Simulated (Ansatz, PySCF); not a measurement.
Spin states of C3MoO3 (SMILES [O+]#[C-]->[Mo](<-[C-]#[O+])<-[C-]#[O+]), each relaxed with B3LYP-D3(BJ)/def2-TZVP.
State 1 (charge 0, multiplicity 3):
```xyz
7

Mo     0.363    -0.522     0.365
O      2.723     0.131    -1.667
C      1.893    -0.129    -0.918
O     -2.067    -1.104     2.358
C     -1.186    -0.907     1.652
O     -1.194     1.624    -1.276
C     -0.635     0.832    -0.663
```
State 2 (charge 0, multiplicity 1):
```xyz
7

Mo     0.4017    -0.5655     0.3571
O      2.7521     0.0891    -1.6917
C      1.9356    -0.1810    -0.9330
O     -2.1605    -0.9349     2.2143
C     -1.2155    -0.8378     1.5719
O     -1.2132     1.5839    -1.1119
C     -0.6023     0.7708    -0.5560
```

| level | energy of the multiplicity-1 state less that of the multiplicity-3 state (kcal/mol) | cost |
|---|---|---|
| SVWN5/def2-TZVPP | -1.22 | ×0.7 |
| PBE-D3(BJ)/def2-TZVPP | 1.37 | ×1 |
| PBE-D4/def2-TZVPP | 1.35 | ×1 |
| BLYP/def2-TZVPP | 1.00 | ×1 |
| BLYP-D4/def2-TZVPP | 0.78 | ×1 |
| r2SCAN/def2-TZVPP | 4.15 | ×1 |
| r2SCAN-D3(BJ)/def2-TZVPP | 4.13 | ×1 |
| r2SCAN-D4/def2-TZVPP | 4.13 | ×1 |
| B3LYP/def2-TZVPP | 1.25 | ×1 |
| B3LYP-D3(BJ)/def2-TZVPP | 1.11 | ×1 |
| B3LYP-D4/def2-TZVPP | 1.10 | ×1 |
| PBE0/def2-TZVPP | 2.50 | ×1 |
| BHLYP/def2-TZVPP | 2.57 | ×2 |
| BHLYP-D4/def2-TZVPP | 2.46 | ×2 |
| wB97X-V/def2-TZVPP | -1.87 | ×4 |
| wB97M-V/def2-TZVPP | -0.80 | ×4 |
| B2PLYP/def2-TZVPP | -0.86 | ×2 |
| B2PLYP-D4/def2-TZVPP | -0.93 | ×2 |
| CCSD/def2-SVP | 4.04 | - |
| CCSD(T)/def2-SVP | 2.14 | ×10 |

The rows run from -1.87 (wB97X-V/def2-TZVPP) to 4.15 kcal/mol (r2SCAN/def2-TZVPP). The dispersion term adds -0.22 in BLYP-D4, -0.01 in r2SCAN-D3(BJ), -0.02 in r2SCAN-D4. The 9 functionals in def2-TZVPP without D3 or D4 span 6.01, from wB97X-V to r2SCAN.

Singlets are restricted, other states unrestricted; no spin–orbit coupling, no relativity up to Kr; see below for the cores. The largest T1 diagnostic is 0.027.

Correlated levels freeze the inner cores; with def2 sets outer-core shells near the valence are correlated too.

Doubts at one or more of the structures used: a restricted determinant that unrestricted orbitals would lower (B2PLYP/def2-TZVPP, B2PLYP-D4/def2-TZVPP, CCSD/def2-SVP, CCSD(T)/def2-SVP).

Programs: Ansatz (Gaussian orbitals); PySCF for the dispersion terms.  In def2 rows elements past Kr take small-core potentials, without spin–orbit coupling.

Costs are rough ratios of core time to PBE/def2-TZVPP (about 60 s over the structures, on one shared machine); a dash marks a level with no comparable run of its own.

Ansatz is a program for electronic structure.
